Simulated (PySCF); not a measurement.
## Electron correlation in Si+ (silicon, charge +1)

[Ne] 3s2 3p1, 2P determinant. All numbers are calculated (PySCF 2.14, no relativity, point nucleus, in aug-cc-pwCVDZ (6s5p3d, 36 functions)). Frozen: 1s2; 11 electrons correlated.

```json
{"level": "CCSD", "correlation energy (mhartree)": "-193.10"}
{"level": "(T)", "correlation energy (mhartree)": "-2.28"}
{"level": "CCSD(T)", "correlation energy (mhartree)": "-195.38"}
```

Diagnostics: T1 = 0.0079, D1 = 0.0334, largest double amplitude 0.101.

Problem. Is a single reference adequate?

Solution. Mostly. T1 lies below 0.03, but a double amplitude of this size points to a near-degeneracy that CCSD handles and MP2 describes poorly.
